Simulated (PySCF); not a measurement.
Ta(O)(OH)(NH2)2 (H₅N₂O₂Ta), SMILES [NH2][Ta]([NH2])(=[O])[OH], multiplicity 1. Heavy atoms are numbered as in [Ta:1](=[O:2])([OH:3])([NH2:5])[NH2:8]. Hydrogens are named by the atom that carries them.

Coordinates come from a PBE0-D3(BJ)/def2-SVP optimisation. The multiplicity is an assumed one; other spin states were not compared. The def2 effective core potentials stand for the cores of Ta; spin–orbit coupling is left out. Other conformers were not sampled.

Computed with r2SCAN/def2-TZVP in PySCF.

ESP charges are fitted to the potential on shells at 1.4 to 2.0 van der Waals radii. Atomic charges (e), one atom of each kind:

```json
[
 {"atom": "Ta1", "Mulliken": "1.46", "Löwdin": "[?]", "ESP fit": "1.81"},
 {"atom": "O2", "Mulliken": "-0.55", "Löwdin": "-0.32", "ESP fit": "-0.66"},
 {"atom": "O3 (OH)", "Mulliken": "-0.70", "Löwdin": "-0.33", "ESP fit": "-0.78"},
 {"atom": "H on O3", "Mulliken": "0.34", "Löwdin": "[?]", "ESP fit": "0.41"},
 {"atom": "N5 (NH2)", "Mulliken": "-0.78", "Löwdin": "[?]", "ESP fit": "-1.27"},
 {"atom": "H on N5", "Mulliken": "0.26", "Löwdin": "0.16", "ESP fit": "0.44"}
]
```

### Question
Some entries are withheld; supply them. (An estimate is asked for; the answer gives what the named calculation found.)

### Answer

- Ta1, Löwdin: 0.69
- H on O3, Löwdin: 0.17
- N5 (NH2), Löwdin: -0.41
